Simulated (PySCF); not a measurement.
Compound: C6H8FNSi (charge -1 and doublet state).
Numbering: `[CH2-:1][CH:2][c:3]1[cH:4][cH:5][cH:6][n:7]1[SiH2:8][F:9]` (hydrogens: H10, H11 on C1; H12 on C2; H13 on C4; H14 on C5; H15 on C6; H16, H17 on Si8)

Structure used (GFN2-xTB), in Å, numbered top down from 1:
```xyz
17
C6H8FNSi angstrom
C     -2.2264   -1.7221   -0.1941
C     -0.9317   -1.2792   -0.1720
C     -0.5013    0.0487   -0.0340
C     -1.2406    1.2454   -0.0336
C     -0.3408    2.3068    0.0517
C      0.9275    1.7892    0.1111
N      0.8627    0.3926    0.0783
Si     2.1844   -0.6695    0.2475
F      2.6044   -1.5676   -1.0821
H     -3.0592   -1.0512   -0.0689
H     -2.4611   -2.7651   -0.3392
H     -0.1491   -2.0262   -0.2716
H     -2.3106    1.3159   -0.1097
H     -0.5870    3.3583    0.0603
H      1.8793    2.2818    0.1917
H      3.3964    0.1365    0.3801
H      1.9462   -1.7823    1.1745
```

The hyperfine couplings belong to this conformer and change with its torsions.

Method used: UKS B3LYP, pcH-1 on C F H N Si, non-relativistic, mean-field spin-orbit, GIAO in PySCF. Whether the extra electron is bound in the gas phase wasn't checked; a finite basis holds it in any case. The geometry wasn't refined by DFT: couplings that depend on bond lengths, twists or pyramidal angles can differ widely from those at the functional's own minimum, by a factor of two or more for some ions and for spin on atoms past the first row. No stability test was run, so a lower SCF solution isn't excluded.

Principal values of hyperfine tensors in MHz (contact, dipolar and spin–orbit terms together), for some of the nuclei:

```tsv
atom	isotope	A1	A2	A3
F9	19F	216.74	218.54	256.60
C1	13C	-3.02	-2.33	84.41
H11	1H	-38.83	-22.71	-9.63
H10	1H	-36.64	-22.43	-10.40
C6	13C	0.82	1.81	56.86
C5	13C	-26.59	-11.65	-11.16
H15	1H	-24.14	-15.74	-6.04
Si8	29Si	-40.02	-2.53	-2.03
```

(1) Give the isotropic coupling of each nucleus in MHz and in mT (g = 2.0027), and the anisotropic part.

(2) What spin density at the nucleus of H11 lies behind its contact coupling (g_N = 5.58569)?

(3) H13 (1H, g_N = 5.58569) isn't in the table. Its spin density at the nucleus is -0.002988 bohr⁻³. What is its contact coupling?

(4) Name the largest traceless tensor T of the table and describe it.

(5) In a single crystal, with the field along each principal axis of the tensor of H11 in turn, what first-order splitting does this nucleus give (isotropic g, quadrupole terms neglected)?

Results:

(1) a_iso = (A1 + A2 + A3)/3, Ti = Ai − a_iso; 1 mT corresponds to 28.030 MHz. The tensors hold a spin–orbit part: the run splits a_iso into a_FC + a_SO, and T includes its anisotropic share.

| atom | a_iso (MHz) | a_FC | a_SO | a_iso (mT) | T1 | T2 | T3 |
| --- | --- | --- | --- | --- | --- | --- | --- |
| F9 | 230.63 | 230.49 | 0.14 | 8.228 | -13.89 | -12.08 | 25.97 |
| C1 | 26.35 | 26.39 | -0.04 | 0.940 | -29.37 | -28.68 | 58.06 |
| H11 | -23.72 | -23.73 | 0.01 | -0.846 | -15.11 | 1.01 | 14.10 |
| H10 | -23.16 | -23.17 | 0.01 | -0.826 | -13.48 | 0.72 | 12.76 |
| C6 | 19.83 | 19.84 | -0.01 | 0.707 | -19.01 | -18.01 | 37.03 |
| C5 | -16.47 | -16.47 | 0.01 | -0.587 | -10.12 | 4.82 | 5.31 |
| H15 | -15.31 | -15.31 | 0.00 | -0.546 | -8.83 | -0.44 | 9.26 |
| Si8 | -14.86 | -15.12 | 0.26 | -0.530 | -25.16 | 12.33 | 12.83 |

(2) a_FC = (2μ0/3) gₑ μB g_N μN ρ(0)/(2S·h) = 800.24 MHz × g_N × ρ(0)/(2S), with ρ in bohr⁻³. With a_FC = -23.73 MHz and 2S = 1, ρ(0) = -0.005309 bohr⁻³. In magnitude that is 1.7 % of the 1/π = 0.318 of a free hydrogen atom.

(3) By the same relation, a_FC = -13.36 MHz. Its full tensor has the principal values -19.55, -13.61, -6.91 MHz.

(4) C1: -29.4, -28.7, 58.1 MHz, axial, in the ratio −1:−1:+2, the form that spin in one p orbital centred on that nucleus gives.

(5) 2 lines (I = 1/2), spaced by |A_i|/(g × 13.996): 1.39, 0.81, 0.34 mT along the axes of A1, A2 and A3.

The SMILES draws the unpaired electron on C2; the largest computed Mulliken spin population is on C1 (0.41 against 0.04).
